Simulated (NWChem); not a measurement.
# CH$_{3}$FO$_{3}$Si; SMILES O=C[Si](O)(O)F

```xyz
9

O      0.2812     2.1390     0.4210
C     -0.5195     1.3930    -0.1000
Si    -0.0595    -0.4593    -0.1084
O     -1.2610    -1.3337     0.5788
O      1.3660    -0.5485     0.6946
F      0.1427    -0.9555    -1.6334
H     -1.4654     1.8050    -0.5394
H     -1.0534    -2.1844     0.9773
H      1.6892     0.3327     0.9318
```
Atoms are numbered in this order, from 1.

Level: PBE0/def2-SVP (NWChem), optimised geometry, unscaled harmonic frequencies. 

```csv
frequency (cm⁻¹),IR intensity (km/mol)
51,60.3
80,22.2
161,20.8
217,26.6
285,20.2
313,44.7
324,56.8
407,67.9
438,71.3
696,24.0
750,121.9
836,90.2
879,15.3
918,329.3
981,182.9
1016,148.8
1390,13.0
1808,76.2
2915,94.1
3840,125.8
3934,141.8
```

```yaml
zero_point_energy: 31.8 kcal/mol
thermal correction to the enthalpy at 298.15 K (with zero-point energy): 37.3 kcal/mol
heat capacity Cv: 25.5 cal/(mol K)
entropy at 298.15 K and 1 atm (symmetry number 1): 87.5 cal/(mol K)
dipole_moment: 1.39 D
```

Rigid rotor and harmonic oscillator; modes under 100 cm⁻¹ make the entropy uncertain.
